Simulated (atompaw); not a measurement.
## What one change does to a pseudopotential (holmium (Ho), PAW (atompaw))

Ho, PAW, made with atompaw 4.2.0.5 (PBE, scalar-relativistic). Core [Kr] 4d10 4f10, reference 5s2 5p6 5d1 6s2 6p0. Waves: 5s (bound): rc 2.25 bohr; 6s (bound): rc 3.00 bohr; 5p (bound): rc 2.30 bohr; 6p (bound, empty): rc 2.40 bohr; 5d (bound): rc 3.00 bohr; 5d channel at 0.85 Ry: rc 3.00 bohr. Local part: bessel scheme, radius 2.75 bohr. Core correction: smooth core density matched at 1.90 bohr. Augmentation charge: besselshape compensation charge, radius 2.35 bohr; PAW radius 3.00 bohr; waves and projectors: custom polynom vanderbiltortho.

All-electron outer shells of the reference configuration (PBE, scalar-relativistic, ld1.x):

```csv
shell,level (eV),outermost node (bohr),outermost maximum (bohr)
4d,-166.33,0.25,0.52
5s,-54.41,0.61,1.13
5p,-29.13,0.66,1.28
4f,-9.36,–,0.52
6s,-4.34,1.52,3.26
5d,-2.20,0.74,1.91
6p,-1.33,1.84,4.46
```

Change: all radii scaled by about 0.75 (s 1.68, p 1.72, d 2.24 bohr); local potential bessel scheme, radius 2.06 bohr; augmentation besselshape compensation charge, radius 1.76 bohr; PAW radius 2.24 bohr; waves and projectors: custom polynom vanderbiltortho; core correction smooth core density matched at 1.42 bohr.

Cutoffs: the cutoffs (Ry, on a coarse ladder) from which the occupation-weighted sum of valence levels, in a spherical-Bessel basis at the reference potential, stays within 10 and 1 mRy of its value at 400 Ry; they do not see the model core or the augmentation charge, which bear on the density cutoff.

Task: What does the change do?

Result: The potential gets harder (15 Ry and 25 Ry → 21 Ry and 35 Ry); neither file shows a bound ghost. A smaller radius makes the pseudo-wave follow the all-electron one further in, where it bends more sharply, so more plane waves are needed.

```csv
quantity,base,changed
"cutoff, loose",15 Ry,21 Ry
"cutoff, tight",25 Ry,35 Ry
loose cutoff by channel (10 mRy a level),"s 10 Ry, p 12 Ry, d 8 Ry","s 10 Ry, p 15 Ry, d 12 Ry"
bound ghosts,none,none
lowest overlap eigenvalue by channel,"s 0.54, p 0.93, d 0.94","s 0.63, p 0.77, d 0.97"
```

 The cutoffs see the waves, projectors and local potential, not the compensation charge or the core.
